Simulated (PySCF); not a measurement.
Work out the structure from these simulated measurements.

Formula: C5H11BO3.

| Item | Value |
| --- | --- |
| 1H NMR | chemical shifts (computed TMS as zero) by class: 3.60 (1 H), 3.50 (2 H), 3.19 (3 H), 2.24 (2 H), 1.68 (2 H), 1.23 (1 H) ppm [GIAO KT2/pcSseg-1] |
| XPS | B1s 197.0, C1s 290.0, C1s 290.2 (×2), C1s 291.7, C1s 292.0, O1s 538.2, O1s 538.9 (×2) eV [ΔSCF SCAN, pcX-2 on the ionised atom, pcseg-1 elsewhere, spin-free X2C] |
| NMR, other nuclei | isotropic shieldings of nuclei other than C and H, by class: 71 (1 B), 209 (2 O), 264 (1 O) ppm [GIAO KT2/pcSseg-1] |
| Dipole | 1.05 D [CAM-B3LYP/def2-SVPD] |
| 13C NMR | chemical shifts (computed TMS as zero) by class: 76.1 (1 C), 55.3 (1 C), 35.1 (2 C), 12.4 (1 C) ppm [GIAO KT2/pcSseg-1] |
| Rotational structure | rotational constants A, B, C: 3.930, 0.773, 0.699 GHz [PBE0-D3(BJ)/def2-SVP] |

The electronic properties come from PySCF, for the isolated species, density fitting. Levels stand in brackets. Geometry: PBE0-D3(BJ)/def2-SVP, one conformer, isolated molecule. NMR classes are plain means over equivalent atoms (diastereotopic ones count apart unless rotation or inversion swaps them), as if these changed places fast.

Task: Give a SMILES that accounts for the data.

Result: Numbering: `[CH3:1][O:2][C@H:3]1[CH2:4][C@@H:5]([B:6]([OH:7])[OH:8])[CH2:9]1`. 5 carbons fall into 4 classes; from least to most shielded: ring sp3 carbon bound to oxygen [C3] (76.1 ppm), methoxy carbon [C1] (55.3 ppm), four-membered-ring carbon [C4/C9] (35.1 ppm, 2 C), ring sp3 carbon bound to boron [C5] (12.4 ppm). Hydrogen classes from least to most shielded: 1 H on an sp3 carbon bound to oxygen, C3 (3.60 ppm), 2 H on 2 boron-bound oxygens, O7/O8 (3.50 ppm), 3 H on a methoxy carbon, C1 (3.19 ppm, a mean of values up to 0.6 ppm apart in this geometry), 2 H on 2 four-membered-ring carbons, C4/C9 (2.24 ppm), 2 H on 2 four-membered-ring carbons, C4/C9 (1.68 ppm), 1 H on an sp3 carbon bound to boron, C5 (1.23 ppm). The other shieldings belong to: 71 ppm, three-coordinate boron [B6]; 209 ppm, boron-bound oxygen [O7/O8]; 264 ppm, ether oxygen [O2]. The core levels belong to: B1s 197.0 eV, three-coordinate boron [B6]; C1s 290.0 eV, sp3 carbon bound to boron [C5]; C1s 290.2 eV, four-membered-ring carbon [C4/C9]; C1s 291.7 eV, sp3 carbon bound to oxygen [C3]; C1s 292.0 eV, methoxy carbon [C1]; O1s 538.2 eV, ether oxygen [O2]; O1s 538.9 eV, boron-bound oxygen [O7/O8]. One atom of each topological class was ionised and stands for its class. The optimised geometry has point group C1 and is an asymmetric top. Structure: `CO[C@H]1C[C@@H](B(O)O)C1`. Computed isomers that give other values at the same levels: `CC[C@H]1CCOB(O)O1` (13C chemical shifts (computed TMS as zero) by class: 76.3 (1 C), 66.1 (1 C), 37.6 (1 C), 35.4 (1 C), 12.0 (1 C) ppm); `CO[C@H]1C[C@H](B(O)O)C1` (rotational constant A: 3.553 GHz; this holds for the one conformer computed); `C=COB(O)OC(C)C` (13C chemical shifts (computed TMS as zero) by class: 144.2 (1 C), 93.7 (1 C), 69.4 (1 C), 25.5 (2 C) ppm). The assignments are read from this structure; whether some other isomer fits the data as well wasn't checked.

Shape of the structure used: `[CH3:1][O:2][C@H:3]1[CH2:4][C@@H:5]([B:6]([OH:7])[OH:8])[CH2:9]1`: C1–O2–C3–C4 73°, C4–C5–B6–O7 -37°, H–O7–B6–C5 180°, H–O8–B6–C5 -1°.
